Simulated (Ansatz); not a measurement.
A run for Ansatz (an electronic-structure program): R-BLYP/def2-TZVPP on CH5GeNO (SMILES C[O][Ge][NH2]), a point of a torsion scan.

Ansatz 0.2 input:
```yaml
crystal:
  periodic: [false, false, false]
  atoms:
    - {symbol: C, position_ang: [-1.73525870, -0.08113070, 0.27983602]}
    - {symbol: O, position_ang: [-0.37579930, 0.18472487, 0.08125620]}
    - {symbol: Ge, position_ang: [1.09173135, -0.04535809, 1.12066932]}
    - {symbol: N, position_ang: [2.16850726, -0.28465154, -0.31393402]}
    - {symbol: H, position_ang: [-2.31889958, 0.78008801, -0.05962398]}
    - {symbol: H, position_ang: [-1.97933131, -0.27418269, 1.32917872]}
    - {symbol: H, position_ang: [-2.02866906, -0.95455012, -0.30996597]}
    - {symbol: H, position_ang: [3.17569205, -0.32009226, -0.30303026]}
    - {symbol: H, position_ang: [1.82642722, -0.26122586, -1.26319332]}
basis:
  gaussian:
    orbitals: def2-TZVPP
hamiltonian:
  xc: {name: BLYP}
scf: {lower_state_search: off}
```

The head of its log:

```
WARN ansatz: RAYON_NUM_THREADS=1 ignored (pool sized by the plan → 1); use --threads N
Functional definition: BLYP
these checks for a lower state are left out or cut short: stability, starts, cluster_reference, orbital_swaps, neighbouring_geometries, increment
integrals: 0.12 GiB planned
1139 factors; their error is unknown
mean field: 0.84 GiB planned
mean field evaluation 1: about -61155.9275 eV, gradient 1.1e2 eV
mean field evaluation 2: about -61028.4965 eV, gradient 2.4e2 eV
```

Question: Predict the final total energy.

Answer: -2248.2093 hartree.
